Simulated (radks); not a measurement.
Results of a calculation; reference values are marked as such.
Excited configurations of neutral copper: one electron is placed in a higher orbital outside [Ar] 3d10. The ground configuration is [Ar] 3d10 4s1. Level of theory: scalar-relativistic Kohn-Sham, PBEsol, spin-unpolarised, spherical densities, finite nucleus; Fermi nuclear charge, rms radius 3.8823 fm (a radial shooting solver on a logarithmic mesh with Libxc functionals). Excitation = E - E(ground); binding = E(ion) - E, where the ion is the core of charge +1; n* = 1/sqrt(2 binding) in atomic units, and the quantum defect is n - n*.

| outer orbital | excitation (eV) | binding (eV) | n* | quantum defect | eigenvalue (eV) | <r> (bohr) |
|---|---|---|---|---|---|---|
| 4p | 4.170 | 3.933 | 1.860 | 2.140 | -1.705 | 4.503 |
| 4f | 7.206 | 0.898 | 3.893 | 0.107 | -0.430 | 17.64 |
| 6p | 7.071 | 1.033 | 3.630 | 2.370 | -0.633 | 20.21 |
| 7s | 7.281 | 0.823 | 4.066 | 2.934 | -0.527 | 26.86 |
| 7d | 7.641 | 0.463 | 5.421 | 1.579 | -0.300 | 46.27 |

Estimate the row for 4d.

Answer. excitation (eV) 6.559; binding (eV) 1.545; n* 2.968; quantum defect 1.032; eigenvalue (eV) -0.710; <r> (bohr) 10.44. The Delta-SCF ionisation energy is 8.104 eV (NIST Atomic Spectra Database: 7.726 eV, measured). Self-interaction in the functional shifts the binding energies and quantum defects, so they are the method's values and not measured ones. Spin polarisation and multiplet splitting are left out, so open shells lie too high by an amount that depends on their filling.

Beside tabulated values, note that spin-unpolarised runs miss the spin-polarisation part of the exchange energy of open shells.
